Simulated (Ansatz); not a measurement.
Ansatz (a first-principles code) input:

Ansatz 0.2 input:
```yaml
crystal:
  periodic: [false, false, false]
  atoms:
    - {symbol: C, position_ang: [-0.78332116, 1.72765030, -0.36490076]}
    - {symbol: Si, position_ang: [0.07314029, 0.24838153, 0.35207034]}
    - {symbol: C, position_ang: [1.59836301, -0.22264289, -0.68327810]}
    - {symbol: C, position_ang: [-1.13122210, -1.21375500, 0.54394885]}
    - {symbol: Cl, position_ang: [0.73884328, 0.73070765, 2.24181654]}
    - {symbol: H, position_ang: [-1.81877327, 1.94703368, -0.17372650]}
    - {symbol: H, position_ang: [-0.27859498, 2.44543823, -0.98719822]}
    - {symbol: H, position_ang: [2.13591100, -1.05734717, -0.24240477]}
    - {symbol: H, position_ang: [1.31711947, -0.50762005, -1.69198416]}
    - {symbol: H, position_ang: [2.29292657, 0.60887836, -0.75691402]}
    - {symbol: H, position_ang: [-1.50731281, -1.54530427, -0.41862637]}
    - {symbol: H, position_ang: [-1.98543319, -0.93734445, 1.15488488]}
    - {symbol: H, position_ang: [-0.65021916, -2.06276950, 1.02156908]}
basis:
  gaussian:
    orbitals: def2-TZVP
hamiltonian:
  xc: b3lyp
  dispersion: d3bj
magnetization: {spin_polarized: true, initial_magnetization: 1}
relax: {f_tol: 0.002, max_steps: 150}
```

Predict the final energy.

-868.98699 Eh (B3LYP-D3(BJ)/def2-TZVP). The basis has 215 functions.

It need not be the lowest isomer of its formula.
